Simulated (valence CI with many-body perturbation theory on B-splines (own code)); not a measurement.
# Zr XXVII: electric-dipole lines

Computed by configuration interaction combined with many-body perturbation theory (CI+MBPT): four valence electrons over a frozen Dirac-Fock core [Ne], radial functions for each j: 11 s, 11 p, 9 d, 7 f, 5 g, 2 h, 1 i, with the one-electron correlation potential Σ1, the two-electron term Σ2, the three-electron term Σ3, Breit, model QED; selected CI, second order for the rest (own B-spline code, finite nucleus).

The last digits are not significant, and no measured levels were compared; by estimate large intervals hold to a few tenths of a per cent, small ones and those within an open d or f shell to about a per cent.

Lines 151 to 200 of 219 in falling wavelength, among levels below 1870000 cm⁻¹, chosen from the strongest by gf and those to the six lowest levels. Wavelengths and rates use the calculated energies. Electric multipoles are in the length gauge, E1 and E2 with the static RPA response of the core. Weak lines are less certain than strong ones. Lines between different terms over intervals too small for the method are left out, as are lines whose strength nearly cancels. Where a level lies close to another of its J and parity, the split of strength between their lines is uncertain. The highest levels of a list are the least certain.

Names give the largest LS component (configuration and term), which can be under half, so a name can repeat, a term be missing and a line seem to break the LS rules; names also repeat where a configuration has a term twice. Letters in brackets count levels of one name in rising energy.

```csv
λ vac (Å),Upper,Lower,A (s⁻¹),log gf,Branch %
104.5,3s.3p2.3d 3F_2 [a],3s.3p3 5S°_2,6.07e+09,-1.30,28.1
104.1,3s.3p2.3d 1G_4,3s.3p3 3D°_3,1.58e+10,-0.64,67.4
103.6,3s.3p2.3d 3F_2 [b],3s.3p3 3D°_1,2.01e+10,-0.79,22.4
103.4,3s.3p2.3d 3P_2,3s2.3p.3d 1D°_2,4.03e+10,-0.49,28.6
103.2,3s.3p2.3d 3F_3 [c],3s2.3p.3d 1D°_2,1.07e+10,-0.92,7.0
103.0,3s.3p2.3d 3D_1 [a],3s.3p3 3D°_1,8.12e+10,-0.41,60.5
102.3,3s2.3p.3d 1F°_3,3s2.3p2 1D_2,1.22e+11,0.13,83.6
101.4,3s.3p2.3d 3D_2 [a],3s.3p3 3D°_3,2.16e+10,-0.78,20.0
101.4,3s.3p2.3d 3D_3 [a],3s.3p3 3D°_2,3.04e+10,-0.48,34.2
101.1,3s.3p3 1P°_1,3s2.3p2 3P_2,3.37e+09,-1.81,2.2
101.0,3s.3p2.3d 1P_1,3s.3p3 3P°_0,1.25e+10,-1.24,8.4
100.6,3s.3p2.3d 1P_1,3s2.3p.3d 1D°_2,2.34e+10,-0.97,15.6
100.6,3s.3p3 3S°_1,3s2.3p2 3P_0,3.39e+10,-0.81,21.2
100.4,3s.3p2.3d 3F_3 [a],3s.3p3 5S°_2,4.79e+10,-0.30,85.5
99.42,3s.3p2.3d 3F_3 [b],3s.3p3 3D°_2,2.67e+10,-0.56,31.8
99.27,3s.3p2.3d 3D_1 [b],3s.3p3 3D°_2,2.68e+10,-0.92,42.5
99.21,3s.3p2.3d 3D_2 [b],3s.3p3 3D°_3,8.93e+09,-1.18,7.1
99.15,3s.3p2.3d 3D_3 [b],3s.3p3 3D°_3,8.16e+10,-0.07,62.0
97.95,3s2.3p.3d 1P°_1,3s2.3p2 1D_2,5.44e+09,-1.63,3.9
97.91,3s.3p3 1P°_1,3s2.3p2 3P_1,8.95e+10,-0.41,57.4
97.75,3s2.3p.3d 3D°_2,3s2.3p2 3P_2,1.09e+11,-0.11,58.3
97.31,3s.3p2.3d 5D_3,3s.3p3 5S°_2,5.21e+10,-0.29,80.6
97.11,3s.3p2.3d 3D_2 [a],3s.3p3 3D°_2,5.88e+10,-0.38,54.4
96.99,3s.3p2.3d 5P_2 [a],3s.3p3 5S°_2,4.26e+10,-0.52,39.8
96.75,3s.3p2.3d 5P_2 [b],3s.3p3 5S°_2,8.12e+10,-0.24,62.6
96.66,3s2.3p.3d 3D°_3,3s2.3p2 3P_2,1.36e+11,0.12,90.0
96.18,3s.3p2.3d 3D_1 [d],3s.3p3 3D°_2,5.76e+10,-0.62,41.5
96.12,3s.3p2.3d 5P_1,3s.3p3 5S°_2,1.33e+11,-0.26,97.5
95.72,3s.3p2.3d 3D_1 [c],3s.3p3 3D°_1,3.76e+10,-0.81,27.2
95.09,3s.3p2.3d 3D_2 [b],3s.3p3 3D°_2,2.14e+10,-0.84,17.1
95.04,3s.3p2.3d 3D_3 [b],3s.3p3 3D°_2,2.68e+10,-0.59,20.4
94.90,3s.3p2.3d 3P_0 [b],3s.3p3 3D°_1,7.78e+10,-0.98,83.0
94.77,3s2.3p.3d 3P°_1,3s2.3p2 3P_2,2.42e+10,-1.01,17.4
94.76,3s2.3p.3d 3D°_2,3s2.3p2 3P_1,6.85e+10,-0.34,36.7
94.33,3s.3p2.3d 3D_2 [a],3s.3p3 3D°_1,8.15e+09,-1.26,7.5
94.01,3s.3p2.3d 3F_4 [b],3s.3p3 3D°_3,1.26e+11,0.18,97.8
93.93,3s2.3p.3d 3P°_0,3s2.3p2 3P_1,1.33e+11,-0.75,100.0
93.46,3s.3p2.3d 3D_1 [d],3s.3p3 3D°_1,2.55e+10,-1.00,18.4
93.35,3s2.3p.3d 3D°_1,3s2.3p2 3P_0,1.42e+11,-0.25,85.9
93.07,3s2.3p.3d 3P°_2 [b],3s2.3p2 3P_2,4.47e+09,-1.54,3.3
92.49,3s.3p2.3d 3F_2 [b],3s.3p3 5S°_2,1.48e+10,-1.02,16.5
92.47,3s.3p2.3d 3F_3 [c],3s.3p3 3D°_2,4.12e+10,-0.43,27.0
91.97,3s.3p2.3d 3D_1 [a],3s.3p3 5S°_2,2.01e+09,-2.12,1.5
91.95,3s2.3p.3d 3P°_1,3s2.3p2 3P_1,4.50e+10,-0.77,32.3
91.47,3s.3p2.3d 3G_3,3s.3p3 5S°_2,5.22e+08,-2.34,1.1
90.67,3s.3p2.3d 3F_2 [c],3s.3p3 3D°_1,5.36e+10,-0.48,34.4
90.40,3s.3p2.3d 1P_1,3s.3p3 3D°_2,1.60e+10,-1.23,10.7
90.35,3s2.3p.3d 3P°_2 [b],3s2.3p2 3P_1,4.09e+09,-1.60,3.1
90.08,3s.3p2.3d 3P_2,3s.3p3 3D°_1,3.14e+10,-0.72,22.3
88.77,3s2.3p.3d 1F°_3,3s2.3p2 3P_2,2.40e+10,-0.70,16.4
```

Problem. How does gf follow from A for the line at 94.33 Å?

Solution. gf = 1.4992 × (2J+1)_upper × A / σ², with σ = 1060097 cm⁻¹ and 2J+1 = 5: gf = 0.0544.
